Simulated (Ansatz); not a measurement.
```yaml
crystal:
  periodic: [false, false, false]
  atoms:
    - {symbol: S, position_ang: [-1.864051, -0.392822, 0.137331]}
    - {symbol: In, position_ang: [0.365832, 0.245550, -0.490282]}
    - {symbol: S, position_ang: [1.843797, 0.354091, 1.327897]}
    - {symbol: H, position_ang: [-2.304716, -0.570349, -1.105877]}
    - {symbol: H, position_ang: [0.878186, 0.385580, -2.214233]}
    - {symbol: H, position_ang: [0.970815, 0.097975, 2.173332]}
basis:
  gaussian: {orbitals: def2-mTZVP}
hamiltonian: {xc: {name: B2PLYP}}
accuracy: high
relax: {f_tol: 0.001, max_steps: 3}
output: {forces: true}
```

```sh
$ ansatz run in.yaml --threads 2 --pin off --events-out ev --progress --plain --max-ram 22528MiB --backend cpu
```

It prints (some lines left out):

```
Functional definition: B2PLYP
1937 factors; integrals over basis functions are off by at most 2.3e-9 eV
mean field evaluation 1: about -26874.7778 eV, gradient 2.2e1 eV
mean field evaluation 2: about -26874.9508 eV, gradient 2.2e1 eV
mean field evaluation 4: about -26876.4399 eV, gradient 1.4e0 eV
mean field evaluation 8: about -26876.4499 eV, gradient 2.7e-2 eV
mean field evaluation 16: about -26876.4499 eV, gradient 1.4e-5 eV
mean field -26876.44986963 eV, -987.6913151969 hartree, gradient 6.1e-8 eV, S^2 0.000000; 0 other end points of the search recorded, 0 dependent functions left out
14 core orbitals not correlated: weight in the atoms' cores, before any rotation towards them, 1.000 or more for the frozen orbitals, at most 0.000 for the correlated occupied ones
reference -26876.44989585 eV, -987.6913161606 hartree; 14, 14 occupied and 61, 61 virtual orbitals, 1937 factors
second order -12.73028592 eV of doubles, -0.00000000 eV of singles
relax step   1: F+E_penalty+E_count = -26879.88704683 eV  Δ(F+E_penalty+E_count) = +0.000e0 eV  max|allowed force component| = 3.045e0 eV/Å  Δτ_max = 0.0000 Å  (43 SCF iters, accepted)
1938 factors; integrals over basis functions are off by at most 3.7e-9 eV
mean field -26876.65113469 eV, -987.6987115514 hartree, gradient 4.2e-8 eV, S^2 0.000000; 0 other end points of the search recorded, 0 dependent functions left out
14 core orbitals not correlated: weight in the atoms' cores, before any rotation towards them, 1.000 or more for the frozen orbitals, at most 0.000 for the correlated occupied ones
reference -26876.65116096 eV, -987.6987125168 hartree; 14, 14 occupied and 61, 61 virtual orbitals, 1938 factors
second order -12.74182046 eV of doubles, -0.00000000 eV of singles
relax step   2: F+E_penalty+E_count = -26880.09142621 eV  Δ(F+E_penalty+E_count) = -2.044e-1 eV  max|allowed force component| = 1.202e0 eV/Å  Δτ_max = 0.1802 Å  (58 SCF iters, accepted)
1937 factors; integrals over basis functions are off by at most 3.8e-9 eV
mean field -26876.68622930 eV, -987.7000012547 hartree, gradient 4.4e-8 eV, S^2 0.000000; 0 other end points of the search recorded, 0 dependent functions left out
14 core orbitals not correlated: weight in the atoms' cores, before any rotation towards them, 1.000 or more for the frozen orbitals, at most 0.000 for the correlated occupied ones
reference -26876.68625552 eV, -987.7000022182 hartree; 14, 14 occupied and 61, 61 virtual orbitals, 1937 factors
second order -12.79147099 eV of doubles, -0.00000000 eV of singles
relax step   3: F+E_penalty+E_count = -26880.13992647 eV  Δ(F+E_penalty+E_count) = -4.850e-2 eV  max|allowed force component| = 3.255e-1 eV/Å  Δτ_max = 0.2000 Å  (58 SCF iters, accepted)
Error: geometry relaxation did not converge after 3 steps: max|allowed force component| = 3.26e-1 eV/Å (threshold 1.0e-3). Raise `relax.max_steps` over both its present limit and 3, loosen `relax.f_tol`, or start from a geometry closer to equilibrium. Where this run's directory can be resumed (`checkpoint.write`), a resume goes on for up to `relax.max_steps` more
```

(1) What is wrong with this run?

Results:

(1) The relaxation is allowed too few steps for its threshold. No converged result was reached.
